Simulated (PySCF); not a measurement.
## Computed properties of C2H8OSi3, SMILES O[Si@H]1C=C[Si@@H]1[SiH3]

C2H8OSi3, SMILES [SiH3][Si@@H]1[Si@@H](O)C=C1. The structure is a stationary point at B3LYP-D3(BJ)/def2-SVP. The structure was generated by enumeration; whether it is a known compound was not checked. Other conformers were not sampled. All values are computed for the isolated molecule unless a solvent is named; none is compared with measurement here.

**Structure.** All 36 harmonic modes at B3LYP-D3(BJ)/def2-SVP (PySCF) are real, so it is a minimum. With heavy atoms numbered as in [OH:1][Si@H:2]1[CH:3]=[CH:4][Si@@H:5]1[SiH3:6], the shortest bond between them is C3–C4 at 1.359 Å and the longest Si2–Si5 at 2.362 Å.

**Vibrations.** The strongest infrared lines (harmonic, unscaled, degenerate partners summed) lie at 881 cm⁻¹ (384 km/mol, H 84 %, Si 13 %), 773 cm⁻¹ (277 km/mol, H 76 %, O 9 %), 893 cm⁻¹ (144 km/mol, H 44 %, Si 31 %, O 23 %). The softest mode is at 75 cm⁻¹ and the zero-point energy is 56.0 kcal/mol.

**Electronic structure.** HF/def2-TZVP (PySCF) places the frontier levels at -9.68 and 2.51 eV, a gap of 12.19 eV, and gives a dipole moment of 1.67 D and a mean polarisability of 102.1 bohr³. PBE/def2-TZVP (PySCF) at the same geometry gives -6.12 and -2.01 eV, so its gap is 8.08 eV narrower. An orbital gap is neither the optical nor the fundamental gap.

**Excitations.** TDA-CAM-B3LYP/def2-SVPD (PySCF) has S1 at 5.18 eV (239 nm, f = 0.001, dark); the most intense of the 10 singlets computed lies at 6.55 eV (f = 0.10). T1 (TDA) is at 4.10 eV, 1.08 eV under S1. TDA-PBE/def2-SVPD (PySCF) puts S1 at 4.23 eV. No vertical singlet excitation falls in the visible range (under 3.1 eV).

**NMR.** GIAO shifts at HF/pcSseg-1 (PySCF) (non-relativistic, atoms alike by connectivity averaged): ¹³C from 173.9 to 179.1 ppm against TMS; ¹H from 1.8 to 8.0 ppm against TMS; ²⁹Si from -92.6 to -0.9 ppm against TMS.

**Solvation.** SMD-ωB97X/6-31G* (PySCF) gives -1.3 kcal/mol in water, -2.8 kcal/mol in N,N-dimethylformamide, -5.0 kcal/mol in ethanol (1 M in both phases, gas-phase geometry); of these solvents ethanol holds the molecule best.
